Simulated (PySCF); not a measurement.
**Structure and norm of the vector part βᵢ = ⅓ Σⱼ (βᵢⱼⱼ + βⱼᵢⱼ + βⱼⱼᵢ) of the static first hyperpolarisability**

Computed with quadratic response CAM-B3LYP/aug-cc-pVDZ first hyperpolarisability, Taylor convention, gas phase in PySCF 2.14.0. Geometry: PBE0-D3(BJ)/def2-SVP.

Each molecule in one low-energy conformer.

(1) How does the norm of the vector part βᵢ = ⅓ Σⱼ (βᵢⱼⱼ + βⱼᵢⱼ + βⱼⱼᵢ) of the static first hyperpolarisability change along this series?
- CCc1cccnc1 (H on C replaced by C2H5)
- NCc1cccnc1 (H on C replaced by CH2NH2)
- CC(=O)Oc1cccnc1 (H on C replaced by OCOCH3)
- CC(=O)c1cccnc1 (H on C replaced by COCH3)
- N#Cc1cccnc1 (H on C replaced by CN)
- CCCc1cccnc1 (H on C replaced by nPr)
- O=Cc1cccnc1 (H on C replaced by CHO)

Results:

(1) 
| molecule | static β vector norm (au) | static β HRS (au) | S1 (eV) |
| --- | --- | --- | --- |
| CCc1cccnc1 | 51 | 22 | 5.02 |
| NCc1cccnc1 | 70 | 28 | 4.96 |
| CC(=O)Oc1cccnc1 | 96 | 51 | 5.09 |
| CC(=O)c1cccnc1 | 156 | 90 | 3.95 |
| N#Cc1cccnc1 | 48 | 35 | 4.82 |
| CCCc1cccnc1 | 110 | 45 | 5.02 |
| O=Cc1cccnc1 | 168 | 86 | 3.79 |

The norm of the vector part βᵢ = ⅓ Σⱼ (βᵢⱼⱼ + βⱼᵢⱼ + βⱼⱼᵢ) of the static first hyperpolarisability is lowest for N#Cc1cccnc1 and highest for O=Cc1cccnc1.
